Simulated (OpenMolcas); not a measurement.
V3+: the spin-orbit constant, Racah parameters, worked from levels

```
Program             : OpenMolcas
Basis               : ANO-R2 [6s4p4d2f1g]
Scalar Hamiltonian  : X2C, finite nucleus
Active space        : 2 electrons in 10 orbitals (3d 4d)
State averaging     : 2S+1 = 3 even, 10 roots; 2S+1 = 1 even, 15 roots
Spin-orbit coupling : RASSI with atomic mean-field integrals over the reference wave functions, term energies averaged over their components
```

Methods: CASSCF; SS-CASPT2, IPEA 0.25 Eh, imaginary shift 0.1 Eh (closed shells correlated: 3s 3p). Measured levels: Sugar and Corliss, J. Phys. Chem. Ref. Data 7, 1191 (1978).

**The spin-orbit constant.** For the Hund term ³F of d2, E(J) = (A/2) J(J+1) + constant and ζ = 2S·A = 2A. From J = 2 to J = 4 the energy changes by 7 A.

| Source | E(4) - E(2) | A | ζ |
| --- | --- | --- | --- |
| CASSCF | 728.7 | 104.1 | 208 |
| SS-CASPT2 | 730.3 | 104.3 | 209 |
| measured | 734.7 | 105.0 | 210 |

All in cm-1. SS-CASPT2 is off by -0.6 % and CASSCF by -0.8 %. Both methods take the spin-orbit matrix elements from the reference wave functions, so the second can move ζ only through the term energies and any multistate remixing. Second-order mixing with other terms is absorbed into this ζ.

**Racah parameters.** Above ³F, d2 has ³P at 15B, ¹G at 12B + 2C and ¹D at 5B + 2C. The first two fix B and C, and the third tests them; where it misses by thousands of cm-1, two parameters do not describe the configuration (Trees and configuration-interaction terms are left out) and B and C hang on the terms chosen. Term energies are centres of gravity, weighted by 2J + 1.

```json
{"Source": "CASSCF", "³P": "15951", "¹G": "20496", "B": "1063", "C": "3868", "C/B": "3.64", "¹D from B, C": "13051", "¹D found": "13188"}
{"Source": "SS-CASPT2", "³P": "13613", "¹G": "18511", "B": "908", "C": "3810", "C/B": "4.20", "¹D from B, C": "12160", "¹D found": "10477"}
```

Energies in cm-1. From CASSCF to SS-CASPT2, B changes by -14.6 % and C by -1.5 %.

CASPT2 does not keep the components of a term degenerate, so their means are used; among the terms shown or strongly mixed into the levels shown the widest spread is 950 cm-1 (3d² ³F, SS-CASPT2). Active for correlation alone: 4d; no level in the range computed is led by a configuration that fills it, so any true level of that kind is missing. Without dynamic correlation excited terms often stand tens of per cent too high (terms of higher spin than the ground term too low), and those without a measured partner can miss by more than the paired ones (holds for CASSCF). Computed and measured levels are paired by configuration, term and J; levels that our copy of the source lacks, or whose pairing is in doubt (as where it misses far off the trend of its configuration), stay unpaired and out of the deviations. Only configurations of the active space appear.
